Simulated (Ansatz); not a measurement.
Start from `C[C@H]1N[Si@H]1C` and change one atom or group (the configuration at a centre changes too) to get `C[Si@H]1N[C@@H]1[GaH2]`.

Ansatz, PBE0-D4/def2-TZVP geometries, multiplicity 1. 

Scalar relativity is left out up to krypton.

```tsv
property	`C[C@H]1N[Si@H]1C`
HOMO energy (B3LYP/def2-TZVPP) / eV	-6.27
HOMO–LUMO gap (PBE/def2-TZVPP) / eV	4.93
HOMO–LUMO gap (PBE0/def2-TZVPP) / eV	6.99
HOMO–LUMO gap (B3LYP/def2-TZVPP) / eV	6.53
size of the dipole moment (ωB97M-V/def2-TZVPP) / D	1.06
size of the dipole moment (B3LYP/def2-TZVPP) / D	1.01
```

Give the same properties after the change, and the shifts. (An estimate is asked.)

Computed: 
```tsv
property	`C[Si@H]1N[C@@H]1[GaH2]`	shift
HOMO energy (B3LYP/def2-TZVPP) / eV	-5.95	0.32
HOMO–LUMO gap (PBE/def2-TZVPP) / eV	3.17	-1.76
HOMO–LUMO gap (PBE0/def2-TZVPP) / eV	5.10	-1.89
HOMO–LUMO gap (B3LYP/def2-TZVPP) / eV	4.63	-1.90
size of the dipole moment (ωB97M-V/def2-TZVPP) / D	2.97	1.91
size of the dipole moment (B3LYP/def2-TZVPP) / D	3.04	2.03
```

With PBE0 the HOMO rises by 0.33 eV and the LUMO falls by 1.56 eV, so the gap narrows by about 1.89 eV. PBE moves the HOMO by 0.25 eV and ωB97M-V by 0.40 eV. Dipoles are sizes alone; their direction can turn.

B3LYP here is the variant with VWN-RPA as its local correlation; programs differ in this.
